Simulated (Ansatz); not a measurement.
The cluster SnCl₂, relaxed as a triplet with UKS r2SCAN-D4/def2-TZVP in Ansatz, starting from the r2SCAN-D4/def2-TZVP geometry of the neutral singlet. Force threshold 0.02 eV/Å.

In the def2 sets Sn takes a core potential; there is no spin–orbit coupling. The relaxation made no stability test and no search for a lower SCF solution. At r2SCAN-D4/def2-TZVP a singlet of charge 0 lies 2.67 eV below the triplet, each at its own geometry. The structure comes from a short search, and lower isomers may exist.

Start:

Cartesian coordinates in Å:
```
Sn -0.313 -0.984 -0.001
Cl -0.627 0.742 -1.590
Cl 0.940 0.242 1.591
```

Question: Estimate the energy that the relaxation releases and the steps that it takes.

Answer: 13.0 kJ/mol, in 3 steps; 5.5 s on 4 threads of Arm Neoverse V2 on a shared host. No frequencies were taken in this run, so the end may be a saddle point.

Question: Does the start keep its bonding and symmetry?

Answer: By distances, no bond broke or formed. The bond that changes most is Sn1–Cl2, from 2.37 to 2.35 Å (atoms count from 1). Point group C2v at the start, C2v at the end, both within 0.05 Å.

Question: Predict the relaxed structure.

Answer: 
```xyz
3

Sn   -0.247   -0.778   -0.001
Cl   -0.753    0.669   -1.780
Cl    1.000    0.109    1.781
```
Bond lengths: 2 × Cl–Sn 2.35 Å.
